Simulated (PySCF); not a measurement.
## Highest orbital energy against ionisation energy along group 14

Calculated with PySCF 2.14, no spin-orbit coupling. Each cell gives −ε(HOMO) / ΔSCF in eV; NIST values include spin-orbit coupling, (s) semi-empirical, (t) theoretical.

```tsv
species	UHF	LDA	PBE	PBE0	r2SCAN	NIST (lowest levels)
C²⁺ (x2c-QZVPPall with one added diffuse shell each of s, p, d, f type, spin-free X2C)	46.117 / 45.797	40.173 / 46.967	40.378 / 47.126	42.055 / 47.061	40.685 / 46.640	47.888
Si²⁺ (x2c-QZVPPall with one added diffuse shell each of s, p, d, f type, spin-free X2C)	32.228 / 32.019	28.659 / 33.592	28.532 / 33.447	29.689 / 33.309	28.714 / 32.936	33.493
Ge²⁺ (x2c-QZVPPall with one added diffuse shell each of s, p, d, f type, spin-free X2C)	32.451 / 32.195	29.628 / 34.825	29.242 / 34.411	30.272 / 34.038	29.538 / 34.048	34.058
Sn²⁺ (x2c-QZVPPall with one added diffuse shell each of s, p, d, f type, spin-free X2C)	28.779 / 28.522	26.523 / 31.165	26.083 / 30.688	26.990 / 30.342	26.244 / 30.304	30.506
```

Task: How far is −ε(HOMO) from ΔSCF on average for each method, and why?

Result: UHF 0.26 eV; LDA -5.39 eV; PBE -5.36 eV; PBE0 -3.94 eV; r2SCAN -4.69 eV. Hartree-Fock orbital energies lack relaxation and so exceed the ΔSCF value; semilocal functionals have convex E(N) from self-interaction, so their HOMO lies far too high; exact exchange moves hybrids part of the way back.
